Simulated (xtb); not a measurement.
(E)-1,2-dichloro-1,2-difluoroethene (C2Cl2F2), SMILES F/C(Cl)=C(/F)Cl. All values are semi-empirical tight-binding results from xtb (GFN2-xTB unless named), good for trends rather than for accurate numbers. The structure is a stationary point at GFN2-xTB.

* **point group as xtb finds it**: C2h
* **orbital gap**: 4.14 eV
* **dipole moment**: 0.00 D
* **zero-point energy**: 10.5 kcal/mol
* **G − E(el) at 298.15 K (modified RRHO)**: -8.8 kcal/mol
* **static polarisability (D4 model)**: 54.4 bohr³
* **solvation energy, GFN2-xTB/ALPB(water)**: 0.5 kcal/mol
* **solvation energy, GFN2-xTB/ALPB(hexane)**: -2.8 kcal/mol
